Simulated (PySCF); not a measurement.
H2O3S, SMILES [SH](=O)(O)=O. Atoms are numbered in the order given.

```xyz
6

O     -1.0935    -0.6938    -0.7500
S     -0.1904    -0.0114     0.1717
O     -0.0242     1.4477     0.2243
O      1.3128    -0.6805     0.0031
H     -0.4506    -0.4820     1.4525
H      1.9365     0.0778    -0.0186
```

The structure is a stationary point at PBE-D3(BJ)/def2-SVP. Other conformers were not sampled.

Method: PBE-D3(BJ)/def2-SVP (PySCF).

Frequencies are harmonic and unscaled.

Computed harmonic wavenumbers and intensities:
```
mode  ν (cm⁻¹)  IR (km/mol)  Raman (Å⁴/amu)  depolarisation  moving atoms (share of kinetic energy)
----  --------  -----------  --------------  --------------  --------------------------------------
1          161         97.5             3.3            0.74                          H 78 %, O 21 %
2          372         19.4             3.6            0.72                  O 73 %, H 18 %, S 10 %
3          428         27.9             5.3            0.72                  O 78 %, H 11 %, S 10 %
4          528         47.9             4.8            0.65                          O 57 %, S 41 %
5          764        190.9            10.0            0.11                          O 65 %, S 33 %
6          965          1.8            11.7            0.73                                  H 89 %
7         1035         23.1            17.0            0.75                                  H 93 %
8         1086         11.8            12.3            0.63                          H 70 %, O 26 %
9         1145        168.4            13.3            0.08                  O 64 %, S 22 %, H 14 %
10        1376        215.9             3.0            0.73                          O 49 %, S 47 %
11        2385         82.0           198.3            0.27                                  H 97 %
12        3646        107.2            62.9            0.29                                  H 94 %
```
